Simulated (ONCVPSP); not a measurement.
# Ranking ONCV potentials for V

All share these settings but for the change named:

```
Element                 : V (Z = 23)
Generator               : ONCVPSP 4.0.1
Type                    : optimised norm-conserving Vanderbilt (ONCV)
Functional              : PBE
Relativity              : scalar-relativistic
Frozen core             : [Ne]
Valence charge          : 13
Reference configuration : 3s2 3p6 3d3 4s2
Partial waves           : 3s+4s: rc 1.55 bohr, ncon 5, nbas 8, qcut 6.2 1/bohr, 2 projectors; 3p: rc 1.50 bohr, ncon 3, nbas 7, qcut 8.4 1/bohr, 2 projectors, debl 3.4 Ha; 3d: rc 1.15 bohr, ncon 3, nbas 7, qcut 9.3 1/bohr, 2 projectors, debl 3.4 Ha
Local potential         : polynomial inside 0.75 bohr (lpopt 5, dvloc0 0 Ha)
Core correction         : Teter function, fcfact 1.5, rcfact 1.2
```

Test errors are all-electron minus pseudo excitation energies from the reference, over 3s2 3p6 3d3 4s1; 3s2 3p6 3d3 4s0; 3s2 3p6 3d2 4s0; 3s2 3p6 3d3 4s0 4p1. None of these files shows a bound ghost.

The base gives 1.7 meV.

Of 6 variants that were run, those that failed, showed a ghost or another fault, or gave nearly equal values are left out.

A variant can come out equal or close to the base, since the largest error may sit in a test that the change hardly touches while other tests move.

**Question.** Rank these variants by their largest absolute test error, smallest first.
A. s: rc 1.58
B. s: rc 1.18
C. s: rc 1.4

**Answer.** C (1.5 meV), A (1.8 meV), B (2.0 meV).
